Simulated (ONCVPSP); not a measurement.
## silicon, ONCV: configuration errors across variants

ONCVPSP 4.0.1 input, shortened (lines: element, Z, core and valence counts, functional; n l f; lmax; l rc ep ncon nbas qcut; lloc lpopt rc5 dvloc0; l nproj debl; icmod fcfact rcfact), PBE, scalar-relativistic:

```
  Si 14.00    3    2        4      upf
    1    0    2.00
    2    0    2.00
    2    1    6.00
    3    0    2.00
    3    1    2.00
    2
    0    1.45    0.00    5   10    3.90
    1    1.55    0.00    4    8    4.90
    2    1.50    0.16    3    7    7.00
    4    1    1.35    0.00
    0    3    2.80
    1    2    2.60
    2    2    2.20
    0    0.00    0.00
```

All-electron excitation energies from the reference (eV): (1) 3s2 3p1 7.740; (2) 3s2 3p0 23.733; (3) 3s1 3p0 57.704; (4) 3s2 3p1.5 2.921.

1 further variants failed, have other tests or too few solved ones, and are left out.

A true bound ghost makes a file unfit for plane-wave use even where its test errors are small: the radial tests pick states by their node count and pass the ghost by.

Errors AE − PS in meV (a dash: test not solved or not reliable):

| change | (1) | (2) | (3) | (4) | bound ghosts | GHOST(+) flags above zero |
| --- | --- | --- | --- | --- | --- | --- |
| base | -1.6 | -5.6 | +60 | -0.4 | s | s |
| p: rc 2.02 | -1.5 | -3.7 | +64 | -0.4 | s | s |
| local potential polynomial inside 1.35 bohr (lpopt 1, dvloc0 7.5 Ha) | -1.6 | -5.6 | +60 | -0.4 | s | s, p |
| d: qcut 8.7 | -1.6 | -5.6 | +60 | -0.4 | s | s |
| p: qcut 6.7 | -1.8 | -7.1 | +57 | -0.4 | s | s |
| d: nbas 8 | -1.6 | -5.6 | +60 | -0.4 | s | s |

**Question.** Give the same row for: all radii scaled by about 1.20 (s 1.74, p 1.86, d 1.80 bohr); local potential polynomial inside 1.62 bohr (lpopt 1, dvloc0 0 Ha).

**Answer.** -1.6, -5.2, +64, -0.4; bound ghosts: none; GHOST(+) flags above zero: s.
